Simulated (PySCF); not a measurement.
# Orbital picture of CdI

PBE0 at R = 2.705 Å; Cd cc-pVTZ-PP with ECP28, I cc-pVTZ-PP with ECP28; scalar-relativistic core potentials (PySCF 2.14). State: ²Σ⁺ (doublet), unpaired electrons σ ↑. Only the outer orbitals are listed, counted within each symmetry, core potentials removing the inner ones.

```csv
spin,orbital,occ.,ε (eV),on Cd (%),main shells (%)
α,8σ,1,-9.30,43,"56 I p, 40 Cd s"
α,5π,1,-7.33,3,96 I p
α,5π,1,-7.33,3,96 I p
α,9σ,1,-6.27,71,"50 Cd s, 28 I p, 21 Cd p"
α,6π,0,-1.22,97,96 Cd p
α,6π,0,-1.22,97,96 Cd p
α,10σ,0,0.13,107,99 Cd p
β,8σ,1,-8.68,41,"57 I p, 36 Cd s"
β,5π,1,-7.24,3,97 I p
β,5π,1,-7.24,3,97 I p
β,9σ,0,-3.79,75,"62 Cd s, 25 I p, 12 Cd p"
β,6π,0,-0.68,96,96 Cd p
β,6π,0,-0.68,96,96 Cd p
```

Task: Which are the highest filled and the lowest empty level, where do they sit, and how wide is the gap?

Result: Highest filled α 9σ at -6.27 eV (in %: 50 Cd s, 28 I p, 21 Cd p); lowest empty β 9σ at -3.79 eV (in %: 62 Cd s, 25 I p, 12 Cd p); the gap at PBE0 is 2.48 eV.

| Item | Value |
| --- | --- |
| bond order (Mayer) | 1.02 |
| ⟨S²⟩ | 0.755 |
| charge on Cd (Mulliken, basis-dependent) | 0.33 |
| charge on Cd (Löwdin, basis-dependent) | 0.14 |
| dipole moment (positive dipole means Cd(−)I(+)) | -2.93 D |
| polarisability along the bond | 107.6 bohr³ |
| polarisability across the bond | 59.1 bohr³ |

Shares are Mulliken populations and can fall outside 0 to 100 %.

Spin–orbit coupling is left out. The state was picked by a PBE0 search and need not be the measured ground state.
